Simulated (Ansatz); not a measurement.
System: C$_{3}$H$_{9}$FO$_{3}$Si, charge 0, multiplicity 1. 
Coordinates optimised at B3LYP-D3(BJ)/def2-TZVP (Ansatz, a quantum-chemistry and plane-wave program):
SMILES: CO[Si](F)(OC)OC
```xyz
17

Si    -0.0419    -0.0184     0.3159
F     -0.7023     0.4890     1.6745
O     -0.5309     0.9593    -0.8879
C     -0.4303     2.3781    -0.8778
O      1.5531     0.0137     0.5859
C      2.5334    -0.4779    -0.3197
O     -0.5042    -1.5238    -0.0482
C     -1.7821    -1.9154    -0.5356
H      0.6087     2.6975    -0.7624
H     -1.0244     2.8057    -0.0669
H     -0.8101     2.7475    -1.8296
H      2.4728     0.0354    -1.2832
H      2.4091    -1.5508    -0.4805
H      3.5133    -0.2931     0.1182
H     -1.7081    -2.9485    -0.8727
H     -2.5316    -1.8543     0.2568
H     -2.0914    -1.2855    -1.3721
```
Charge 0, spin multiplicity 1.

Parts of the frozen-core correlation energy in cc-pV(D+d)Z (Ansatz, hartree). Frozen orbitals: 12; correlated occupied orbitals by spin: 25 and 25; virtual: 129 and 129. Spin-orbit coupling is left out. Non-relativistic.

```csv
term,value
reference (HF),-732.01762
MP2 opposite-spin,-0.93508
MP2 same-spin,-0.31561
CCSD correlation,-1.31325
(T),-0.03096
T1 diagnostic,0.011
largest doubles amplitude,0.011
```
